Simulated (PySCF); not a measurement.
Cr(O)2(OH)2 (CrH2O4), SMILES [O]=[Cr]([OH])(=[O])[OH], multiplicity 1.

Geometry optimised at B3LYP-D3(BJ)/def2-SVP. A frequency run showed that this geometry is not a minimum. The multiplicity is an assumed one; other spin states were not compared. One conformer was computed; it need not be the lowest.

Two levels are set side by side: PBE/def2-TZVP (PySCF) and B3LYP/def2-TZVP (PySCF). Same geometry, gas phase. Differences are taken from unrounded values.

```json
[
 {"quantity": "orbital gap (eV)", "B3LYP": "4.71", "PBE": "2.84", "PBE minus B3LYP": "-1.87"},
 {"quantity": "highest occupied level (eV)", "B3LYP": "-8.95", "PBE": "-7.51", "PBE minus B3LYP": "1.43"},
 {"quantity": "lowest empty level (eV)", "B3LYP": "-4.24", "PBE": "-4.67", "PBE minus B3LYP": "-0.43"},
 {"quantity": "dipole moment (D)", "B3LYP": "0.27", "PBE": "0.37", "PBE minus B3LYP": "0.09"},
 {"quantity": "mean polarisability (bohr³)", "B3LYP": "45.6", "PBE": "46.6", "PBE minus B3LYP": "0.9"}
]
```

PBE's occupied levels lie high since its potential decays too fast outside the molecule; exact exchange lowers them and widens the gap. Differences between two approximate levels are no errors against the true value.

Rough cost on one machine, each run with all the roots and properties that it gave: B3LYP against PBE within a factor of 2.
